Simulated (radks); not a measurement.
Q: Species: P III. Configuration: [He] 2s2 2p(1/2: 1, 3/2: 4) 3s2 3p(1/2: 2, 3/2: 0) (not the ground configuration). Calculated with a radial shooting solver on a logarithmic mesh with Libxc functionals: Dirac Kohn-Sham, PBE, spin-unpolarised, spherical densities, finite nucleus; Fermi nuclear charge, rms radius 3.1889 fm. Some entries of the table are withheld. Estimate them.

orbital,occ.,eigenvalue (hartree),<r> (bohr)
1s1/2,2,(1),0.1035
2s1/2,2,-8.03332,(2)
2p1/2,1,(3),0.4646
2p3/2,4,(4),0.4667
3s1/2,2,-1.39278,1.634
3p1/2,2,(5),(6)
3p3/2,0,(7),(8)

A: 
(1) 1s1/2 eigenvalue (hartree): -78.71616
(2) 2s1/2 <r> (bohr): 0.5066
(3) 2p1/2 eigenvalue (hartree): -6.29553
(4) 2p3/2 eigenvalue (hartree): -6.25917
(5) 3p1/2 eigenvalue (hartree): -1.01418
(6) 3p1/2 <r> (bohr): 1.803
(7) 3p3/2 eigenvalue (hartree): -1.01060
(8) 3p3/2 <r> (bohr): 1.808
